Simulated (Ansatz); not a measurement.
Task: Predict a relaxed structure of the cluster Al₄⁺ (the lowest doublet isomer of a short search), charge 1, doublet, at PBE-D4/def2-TZVP (Ansatz).

Result: 
```xyz
4

Al   -0.141    2.233    0.368
Al   -1.179    0.029   -0.631
Al    1.178   -0.029    0.633
Al    0.142   -2.232   -0.369
```
Point group D2h (tolerance 0.1 Å). This is one stationary point.

The charge 1 doublet is spin-contaminated (final ⟨S²⟩ up to 1.07, 0.75 for a pure state). The relaxation made no stability test and no search for a lower SCF solution. At PBE-D4/def2-TZVP a quartet of charge 1 lies 0.13 eV below the doublet, each at its own geometry. The structure comes from a short search, and lower isomers may exist.
